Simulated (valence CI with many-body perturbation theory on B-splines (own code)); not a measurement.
**Assign the levels of Ta⁺**

Calculated by valence CI with perturbative core correlation (CI+MBPT): four valence electrons over a frozen Dirac-Fock core [Xe] 4f14, radial functions for each j: 9 s, 9 p, 10 d, 8 f, 5 g, 3 h, 1 i, with the one-electron correlation potential Σ1, the two-electron term Σ2, the three-electron term Σ3, Breit, model QED; selected CI, second order for the rest, scaled by the run's own slope (own B-spline code, finite nucleus).

Set against measurement, 11 paired levels are off by 281 cm⁻¹ on average, the worst by 824. These come from a selection out of the NIST Handbook of Basic Atomic Spectroscopic Data. Levels without a partner in it may be off by more, other configurations by 1,000 to 4,000 cm⁻¹. Among the levels kept, up to 460 cm⁻¹ of a level comes from second order outside the variational space, and about a tenth of that is noise between levels of different J, which matters for small intervals. 2 measured levels below the end of the list, from 4125 cm⁻¹ on, found no clear computed partner.

| No. | J | Parity | E (eV) | g |
| --- | --- | --- | --- | --- |
| 1 | 1 | even | 0.0000 | 0.031 |
| 2 | 2 | even | 0.1268 | 1.007 |
| 3 | 3 | even | 0.3223 | 1.247 |
| 6 | 4 | even | 0.5410 | 1.340 |
| 9 | 5 | even | 0.7616 | 1.381 |
| 10 | 3 | even | 0.9351 | 1.082 |
| 13 | 1 | even | 1.341 | 2.298 |
| 17 | 1 | even | 1.537 | 1.579 |

Energies count from the lowest level. Strongly mixed levels and levels close to another of their J and parity, and those with J = 0 are left out, so the numbers can have gaps.

Q: Give configuration and LS term of each level.

A: 1: 5d3 6s 5F; 2: 5d3 6s 5F; 3: 5d3 6s 5F; 6: 5d3 6s 5F; 9: 5d3 6s 5F; 10: 5d2 6s2 3F; 13: 5d3 6s 5P; 17: 5d4 5D.
